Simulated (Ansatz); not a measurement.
Total energies of BrFH4OSi2, SMILES `O[SiH](F)[SiH2]Br`.

Cartesian coordinates in Å:
```
O -0.8539 -1.3027 -1.2261
Si -0.9809 -0.5051 0.1896
F -2.1435 0.5915 0.1378
Si 1.0280 0.6539 0.5735
Br 1.7027 1.2405 -1.4833
H -0.3719 -0.8662 -1.9342
H -1.3640 -1.5049 1.2093
H 0.8920 1.8940 1.3752
H 2.0914 -0.2010 1.1583
```

The species carries charge 0 and has multiplicity 1. Correlated methods include outer-core shells of Br, which these sets cover unevenly. Scalar relativity is left out up to krypton. The geometry is a stationary point of PBE0-D4/def2-TZVP. It is one conformer, not always the lowest. Basis def2-TZVPP, Ansatz.

RPA on PBE orbitals: Hartree–Fock energy of these orbitals -3327.11139 Eh, correlation -1.58782 Eh (frozen core).

```
             functional  energy without D4 (Eh)  D4 term (kJ/mol)
            LDA (SPW92)             -3323.80766                 –
                    PBE             -3330.00905             -23.9
                 revPBE             -3330.46553             -61.5
                   BLYP             -3330.86880             -51.1
                 r2SCAN             -3330.73300              -5.6
                 B97M-V             -3330.20610                 –
                   PBE0             -3330.15782             -20.5
                  B3LYP             -3330.94679             -39.1
                r2SCANh             -3330.71943              -6.1
                r2SCAN0             -3330.70058              -6.8
HSE06 (plane-wave form)             -3330.14172             -19.4
                  BHLYP             -3330.79854             -33.6
              CAM-B3LYP             -3330.96991             -21.3
                LC-ωPBE             -3330.24220                 –
                ωB97X-V             -3330.49069                 –
                ωB97M-V             -3330.64194                 –
                 B2PLYP             -3330.15271                 –
               PBE-QIDH             -3329.66166                 –
```

B3LYP takes the VWN-RPA correlation (the form of Gaussian; ORCA's B3LYP/G). HSE06 is the plane-wave form, built on full-range PBE exchange. The double hybrids freeze the cores in their second-order part.

LC-ωPBE has ω = 0.4 bohr⁻¹.
